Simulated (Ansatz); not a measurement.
Born–Oppenheimer molecular dynamics of C3H9FSi (14 atoms, charge 0, multiplicity 1). It starts from a relaxed structure.

Level of theory: UKS B3LYP-D4/STO-3G (Ansatz 0.2.0).

- ensemble: NVT, Langevin thermostat
- time step: 0.5 fs
- steps asked: 184
- set temperature: 1500 K
- friction: 0.02 /fs
- temperature schedule: 46 steps to 1500 K, then 138 steps to 3000 K
- seed: 393854

First frame:

```xyz
14
Properties=species:S:1:pos:R:3
F -2.296 1.385 0.374
C -0.992 1.645 0.844
C -0.085 0.361 0.758
C 0.039 -0.158 -0.706
Si 1.043 -1.744 -0.855
H -1.029 1.997 1.905
H -0.523 2.460 0.238
H -0.521 -0.420 1.404
H 0.909 0.614 1.167
H -0.977 -0.318 -1.100
H 0.494 0.632 -1.323
H 0.433 -2.791 -0.069
H 2.388 -1.526 -0.374
H 1.103 -2.166 -2.235
```

Q: How far do the bonds stretch over the last three quarters of this one trajectory? (Pairs bonded in most of those frames.)

A: 
| bond | mean (Å) | spread (Å) | shortest | longest |
| --- | --- | --- | --- | --- |
| F1–C2 | 1.411 | 0.030 | 1.35 | 1.47 |
| C2–C3 | 1.609 | 0.076 | 1.47 | 1.73 |
| C2–H6 | 1.121 | 0.041 | 1.04 | 1.21 |
| C2–H7 | 1.140 | 0.089 | 0.96 | 1.34 |
| C3–C4 | 1.576 | 0.085 | 1.42 | 1.72 |
| C3–H8 | 1.117 | 0.043 | 1.03 | 1.23 |
| C3–H9 | 1.110 | 0.034 | 1.03 | 1.19 |
| C4–Si5 | 1.887 | 0.072 | 1.77 | 2.01 |
| C4–H10 | 1.114 | 0.050 | 1.01 | 1.26 |
| C4–H11 | 1.116 | 0.058 | 1.02 | 1.23 |
| Si5–H12 | 1.459 | 0.073 | 1.34 | 1.64 |
| Si5–H13 | 1.453 | 0.034 | 1.39 | 1.53 |
| Si5–H14 | 1.455 | 0.044 | 1.37 | 1.57 |

Mean temperature of the second half: 1410 K. The schedule's set-point averaged 2500 K over the second half and the system 1410 K, so it lags behind the ramp. A run of 0.092 ps of so small a system gives no equilibrium averages. Limits of this set-up: minimal basis.

The run took 13 min on 1 thread of Arm Neoverse V1, on a shared host, peak memory 0.14 GiB.
